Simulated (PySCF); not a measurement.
Input and output

[EuF2]+ (singlet in the valence; each metal's 4f electrons, 6 of them, lie in its core potential, out of spins and levels). PySCF 2.14.0, RKS PBE0, Eu lcecp-1-TZVP with ECP52, F def2-TZVP; non-relativistic Hamiltonian with scalar-relativistic core potentials where named; density fitting; no spin-orbit coupling. Purpose: basis and core treatment f-in-core-III/TZVP.

```python
mol = gto.M(atom='''
Eu     0.00000    -0.00000    -0.34973
F      1.59955    -0.00000     0.78234
F     -1.59955     0.00000     0.78234''',
    basis={'Eu': 'lcecp-1-TZVP', 'F': 'def2-TZVP'},
    ecp={'Eu': 'lcecp-1-TZVP'},
    charge=1, spin=0)
mf = dft.RKS(mol, xc='PBE0')
mf.grids.atom_grid = (75, 302)  # f atoms: unpruned, at least (60, 302)
mf = mf.density_fit()  # fitting sets: Eu AutoAux, F def2-universal-JKFIT
mf.conv_tol = 1e-08; mf.max_cycle = 55
mf.kernel(dm0)  # dm0: free metal ions and neutral atoms
mf.nuc_grad_method().kernel()
```

Run from Python with OMP_NUM_THREADS=2; the lines above give its settings. Where DIIS fails, smearing, a level shift and second-order steps follow.
It took 4.7 s on 2 threads of Arm Neoverse V1, with other jobs on the host.

Where do the frontier levels lie, over both spins?

HOMO -16.11 eV, LUMO -7.83 eV. The 4f levels lie in the core potential and are missing.

What are the Mulliken charges and spins?


```csv
atom,charge (e),spin (e)
Eu1,1.846,0.000
F2,-0.423,0.000
F3,-0.423,0.000
```
The spin of the 4f electrons in the core isn't counted.

What forces act on the atoms (eV/Å)?


```
Eu   0.00  0.00  0.23
F   -0.14  0.00 -0.11
F    0.14  0.00 -0.11
```
Forces carry noise of the integration grid, about 0.01 to 0.03 eV/Å.

The geometry was relaxed with PBE0 (Eu lcecp-1-SVP with ECP52, F def2-SVP).

An lcecp potential fixes the number of 4f electrons, so in runs with it no electron can move into or out of that shell.
